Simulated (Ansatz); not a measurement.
Reaction (cleavage of the Si–B bond): `N[SiH](Cl)BF` + H–F → `N[SiH](F)Cl` + `BF`

Computed with Ansatz on PBE0-D4/def2-TZVP structures; ΔE is electronic, products minus reactants. CCSD(T)/CBS is the MP2 limit (def2-TZVPP, def2-QZVPP) plus CCSD(T) − MP2 in def2-TZVPP, frozen cores. This one scheme is used for every species. Functionals use def2-TZVPP. B3LYP here is the variant with VWN-RPA as its local correlation; programs differ in this. HSE06 is defined as in plane-wave codes. Each species was taken in one conformer, which may not be the lowest.

| level | ΔE (kJ/mol) | difference from CCSD(T)/CBS |
| --- | --- | --- |
| LDA (SPW92) | -161.4 | 16.3 |
| PBE-D4 | -156.7 | 21.0 |
| revPBE-D4 | -154.4 | 23.3 |
| BLYP-D4 | -172.0 | 5.7 |
| r2SCAN-D4 | -179.7 | -2.0 |
| B97M-V | -184.6 | -6.9 |
| PBE0-D4 | -164.5 | 13.2 |
| r2SCANh-D4 | -180.5 | -2.8 |
| r2SCAN0-D4 | -181.6 | -3.9 |
| HSE06-D4 | -164.2 | 13.5 |
| BHLYP-D4 | -189.2 | -11.5 |
| CAM-B3LYP-D4 | -186.9 | -9.2 |
| ωB97M-V | -184.0 | -6.3 |
| PBE-QIDH | -177.9 | -0.2 |
| PBE | -160.2 | 17.5 |
| revPBE | -159.3 | 18.4 |
| r2SCAN | -180.7 | -3.0 |
| PBE0 | -167.8 | 9.9 |
| B3LYP | -183.7 | -6.0 |
| r2SCANh | -181.7 | -4.0 |
| r2SCAN0 | -182.9 | -5.2 |
| HSE06 | -167.3 | 10.4 |
| BHLYP | -194.4 | -16.7 |
| CAM-B3LYP | -190.4 | -12.7 |
| LC-ωPBE | -176.7 | 1.0 |
| HF/def2-SVP | -192.2 | -14.5 |
| MP2/def2-SVP | -182.2 | -4.5 |
| CCSD/def2-SVP | -177.0 | 0.7 |
| CCSD(T)/def2-SVP | -174.4 | 3.3 |
| HF/def2-TZVPP | -206.2 | -28.5 |
| MP2/def2-TZVPP | -184.7 | -7.0 |
| SCS-MP2/def2-TZVPP | -188.2 | -10.5 |
| CCSD/def2-TZVPP | -182.3 | -4.6 |
| CCSD(T)/def2-TZVPP | -178.7 | -1.0 |
| HF/def2-QZVPP | -208.8 | -31.1 |
| MP2/def2-QZVPP | -185.0 | -7.3 |
| SCS-MP2/def2-QZVPP | -188.4 | -10.7 |
| HF/CBS(def2) | -209.2 | -31.5 |
| MP2/CBS(def2) | -183.7 | -6.0 |
| CCSD/CBS(def2) | -181.3 | -3.6 |
| CCSD(T)/CBS | -177.7 | 0 |

Largest T1 diagnostic among the species: 0.013.

At CCSD(T), def2-SVP lies +3.3 kJ/mol from the extrapolated value and def2-TZVPP −1.0 kJ/mol. From PBE to PBE0 (25 % exact exchange), in def2-TZVPP and without D4, ΔE moves by −7.6 kJ/mol.
